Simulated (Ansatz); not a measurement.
`N[Si]F` + `CNC` → `CN(C)[Si]F` + NH₃ at 298.15 K and 1 bar (ligand exchange at the Si–N bond).

Computed with Ansatz on PBE0-D4/def2-TZVP structures; ΔE is electronic, products minus reactants. CCSD(T)/CBS adds triple-zeta CCSD(T) − MP2 to the extrapolated MP2 energy (def2 sets, frozen cores). This one scheme is used for every species. One conformer a species, not always the lowest.

| species | CCSD(T)/CBS energy (Eh) | H − E (kJ/mol) | S (J/(mol·K)) |
| --- | --- | --- | --- |
| `N[Si]F` | -444.84306 | 88.0 | 270.2 |
| `CNC` | -135.00321 | 256.9 | 271.4 |
| `CN(C)[Si]F` | -523.34250 | 244.4 | 329.7 |
| NH₃ | -56.50880 | 100.5 | 192.4 |

H − E and S are ideal-gas, rigid-rotor, harmonic terms from PBE0-D4/def2-TZVP, for one conformer and one mirror image of each species. 1 Eh = 2625.50 kJ/mol, R = 8.31446 J/(mol·K).

**Question.** By hand: ΔE, ΔH, ΔS and ΔG.

**Answer.** ΔE = (-523.34250) + (-56.50880) − (-444.84306) − (-135.00321) = -0.00503 Eh = -13.2 kJ/mol. Δ(H − E) = 244.4 + 100.5 − 88.0 − 256.9 = 0.0, so ΔH = -13.2 kJ/mol. ΔS = 329.7 + 192.4 − 270.2 − 271.4 = -19.5 J/(mol·K). ΔG = -13.2 − 298.15 × (-19.5)/1000 = -7.4 kJ/mol.

**Question.** By hand: the equilibrium constant, and the temperature at which ΔG would vanish if ΔH and ΔS stayed fixed.

**Answer.** log₁₀ K = −ΔG/(RT ln 10) = 1.3. ΔG = 0 at ΔH/ΔS = 677 K, though so small a ΔS makes that figure unsure.

TΔS isn't small against ΔH here. A doubt of 5 kJ/mol in ΔE shifts log₁₀ K by 0.9 here. Other conformers and mirror images would add mixing entropy, several J/(mol·K) or more a flexible species. These are equilibria of isolated gas molecules and say nothing of rates. Largest T1 diagnostic: 0.014 (customary marks: 0.02 for closed shells, 0.045 for open ones).
